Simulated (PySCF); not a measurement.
Si(Br)(OH)(NH2)2 (BrH₅N₂OSi), SMILES [Si](N)(O)(N)Br. Geometry: PBE0-D3(BJ)/def2-SVP. This is a generated structure with no PubChem entry under its InChIKey; it may be hypothetical. The values are those of a single conformer.

These are PBE0-D3(BJ)/def2-SVP run with PySCF values and carry that method's errors.

Harmonic wavenumbers (cm⁻¹): 152, 175, 245, 254, 264, 280, 328, 350, 391, 430, 441, 777, 798, 828, 854, 964, 976, 1524, 1530, 3622, 3632, 3734, 3740, 3936. Rotational constants (GHz): 3.724, 1.517, 1.453; symmetry number 1.

Q: Work out the zero-point energy and the ideal-gas rigid-rotor harmonic-oscillator thermochemistry at 298.15 K and 1 atm.

A: ZPE = ½ Σ hcν = ½ × 30225 cm⁻¹ = 180.78 kJ/mol. H − E(el) = 204.19 kJ/mol. Entropy in J/(mol K): translation 171.81, rotation 117.41, vibration 74.49, total 363.71. G − E(el) = 95.75 kJ/mol. Cp = 124.03 J/(mol K).
